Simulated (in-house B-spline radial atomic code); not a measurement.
Configurations of Xe III (Xe2+), with energies counted from [Kr] 4d10 5s2 5p4. Level of theory: scalar-relativistic (X2C) RPBE, spin-polarised, spherical fractional occupations, Fermi nucleus of rms radius 4.7859 fm; calculated with a radial B-spline atomic code at the basis-set limit. Shells without spins written out take the highest spin.

Occupations are held fixed; configurations that lie above the ionisation limit could autoionise.

```
                                                            configuration  E - E(ref) (eV)  highest orbital  its <r> (bohr)
                                                    [Kr] 4d10 5s2 5p3 6f1            25.21            6f up           10.77
                               [Kr] 4d(5 up, 4 down) 5s2 5p(3 up, 2 down)           57.067          5p down           2.028
                 [Ar] 3d10 4s2 4p(2 up, 3 down) 4d10 5s2 5p(3 up, 2 down)              140          5p down           2.017
                                       [Ar] 3d10 4s2 4p5 4d10 5s2 5p4 6d1            163.7            6d up           6.205
[Ar] 3d10 4s2 4p(3 up, 2 down) 4d10 5s2 5p(3 up, 1 down) 5f(0 up, 1 down)           165.12          5f down           6.234
                                        [Ar] 3d9 4s2 4p6 4d10 5s2 5p4 5f1           691.35            5f up           6.083
                                        [Ar] 3d9 4s2 4p6 4d10 5s2 5p4 6f1           693.85            6f up           10.14
```

Task: Order these further configurations by energy, lowest first.
A. [Kr] 4d10 5s2 5p3 5f1
B. [Kr] 4d10 5s2 5p(2 up, 2 down)
C. [Kr] 4d10 4f1 5s2 5p3
D. [Kr] 4d10 5s2 5p(2 up, 1 down) 5f(0 up, 1 down)
E. [Kr] 4d10 5s1 5p4 6p1

Result: B (0.87146 eV), C (18.781 eV), A (22.895 eV), D (25.035 eV), E (30.588 eV).

Task: How far above the reference does [Ar] 3d10 4s2 4p5 4d10 5s2 5p4 6f1 lie?

Result: 167.49 eV; its least bound orbital is 6f up with <r> = 10.21 bohr.

Task: How far above the reference does [Kr] 4d9 5s2 5p4 6s1 lie?

Result: 73.38 eV; its least bound orbital is 6s up with <r> = 3.933 bohr.
